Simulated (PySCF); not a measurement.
AlBr₂, SMILES [Br][Al+][Br], charge +1.

Geometry optimised at PBE-D3(BJ)/def2-TZVP. The multiplicity is an assumed one; other spin states were not compared. The isomer is the one that the SMILES or the coordinates give; other isomers of the formula were not compared.

Level of theory: TDA-B3LYP/def2-SVPD in PySCF 2.14.0.

Vertical excitations; the highest root listed may be one member of a degenerate set. Gas-phase values at a fixed geometry. State labels are in the subgroup D2h.

Task: List the lowest excited states. (The exact figures need the calculation; the answer reports its results.)

Result: 
```
state  symmetry  energy (eV)  λ (nm)      f                                              main pairs
-----  --------  -----------  ------  -----  ------------------------------------------------------
S1          B2g         4.53     274  0.000                            HOMO−1→LUMO (degenerate set)
S2          B3g         4.53     274  0.000                              HOMO→LUMO (degenerate set)
S3          B3u         4.95     251  0.034                            HOMO−2→LUMO (degenerate set)
S4          B2u         4.95     251  0.034                            HOMO−3→LUMO (degenerate set)
S5           Au         5.96     208  0.000                    HOMO−1→LUMO+1 50 %, HOMO→LUMO+2 50 %
S6           Au         6.02     206  0.000             HOMO→LUMO+2, HOMO−1→LUMO+1 (degenerate set)
S7          B1u         6.02     206  0.000             HOMO→LUMO+1, HOMO−1→LUMO+2 (degenerate set)
S8          B1g         6.26     198  0.000                  HOMO−2→LUMO+1 50 %, HOMO−3→LUMO+2 50 %
S9          B1u         6.30     197  0.000  HOMO−4→LUMO 45 %, HOMO−1→LUMO+2 27 %, HOMO→LUMO+1 27 %
S10         B1g         6.34     196  0.000                  HOMO−3→LUMO+2 50 %, HOMO−2→LUMO+1 50 %
T1          B2g         4.21     294      0                            HOMO−1→LUMO (degenerate set)
T2          B3g         4.21     294      0                              HOMO→LUMO (degenerate set)
T3          B3u         4.47     277      0                            HOMO−2→LUMO (degenerate set)
T4          B2u         4.47     277      0                            HOMO−3→LUMO (degenerate set)
```
Triplets are in the Tamm–Dancoff approximation.
